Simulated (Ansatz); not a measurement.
## Worked example: the enthalpy of C2H4 + C2H5I → C2H3I + C2H6

Species: C2H4 (ethylene) `C=C`, singlet; C2H5I (iodoethane) `CCI`, singlet; C2H3I `C=CI`, singlet; C2H6 (ethane) `CC`, singlet. The partners trade H for I; both sit on C, so the bond types are kept.

Shapes, held fixed at every level: PBE0-D4/def2-TZVP. Programs: Ansatz 0.2.0. The zero-point and thermal terms to 298 K, harmonic and unscaled (PBE0-D4/def2-TZVP), stand in the table.

At BHLYP-D4/def2-TZVPP; 1 Eh = 2625.50 kJ/mol:

```
species  energy (Eh)  H(298 K) − E (kJ/mol)  tabulated ΔfH (kJ/mol)
   C2H4   -78.568064                  144.6                   +52.6
  C2H5I  -376.867719                  185.8                    -7.1
  C2H3I  -375.628914                  122.0                  +130.6
   C2H6   -79.805236                  207.7                   -83.8
```

Task: Work out the reaction enthalpy at 298 K from the calculation and from the table of heats.

Result: 
1. Electronic: (-375.628914) + (-79.805236) − [(-78.568064) + (-376.867719)] = 0.001633 Eh = +4.3 kJ/mol.
2. Zero-point and thermal: (122.0) + (207.7) − [(144.6) + (185.8)] = -0.7 kJ/mol.
3. Computed ΔH = +3.6 kJ/mol.
4. From the heats of formation (Active Thermochemical Tables): (130.6) + (-83.8) − [(52.6) + (-7.1)] = +1.3 kJ/mol.
5. Computed less tabulated: +2.3 kJ/mol. Tabulated heats carry uncertainties of their own.

For atoms past krypton def2 sets carry core potentials with scalar relativity.
